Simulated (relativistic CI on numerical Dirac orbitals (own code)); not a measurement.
## Re2+: 4f photoemission

Computed with this model: Dirac-Coulomb-Breit CI, separate exchange-only KLI orbitals for each configuration, QED by a radiative potential, valence Slater integrals scaled by 0.8, multiplet model of photoemission in the sudden approximation; configurations [Xe] 4f14 5d5 → [Xe] 4f13 5d5; 300 K; Lorentzian 0.25 eV and Gaussian 0.5 eV FWHM. Energies are those of the free ion, without screening or charge transfer. The energies are binding energies and can lie tens of eV above those of solids. S is read from ⟨S²⟩ = S(S + 1).

Field parameters in Wybourne normalisation: D3d B²₀ = −7Dσ, B⁴₀ = −14Dq − 21Dτ, B⁴₃ = −14√(10/7) Dq. The field is a parameter set, without covalency.

free ion: ground-state S = 2.44, centroid 66.91 eV. Peaks (eV, height): 65.6 (100), 68.0 (62).

D3d, 10Dq = 24300, Dσ = -1200, Dτ = 120 cm⁻¹: ground-state S = 0.61, centroid 67.22 eV. Peaks (eV, height): 65.9 (100), 67.1 (12), 68.7 (48).

Strongest unbroadened transitions for D3d, 10Dq = 24300, Dσ = -1200, Dτ = 120 cm⁻¹:

```tsv
Energy (eV)	Relative strength
65.67	50.7
65.73	49.9
65.81	100.0
65.85	97.4
65.92	47.7
65.94	95.9
65.98	48.8
65.99	93.3
66.06	87.7
66.07	42.6
66.18	49.6
67.22	20.3
67.99	21.1
68.39	27.6
68.41	20.5
68.70	27.0
68.73	21.1
68.74	35.7
```
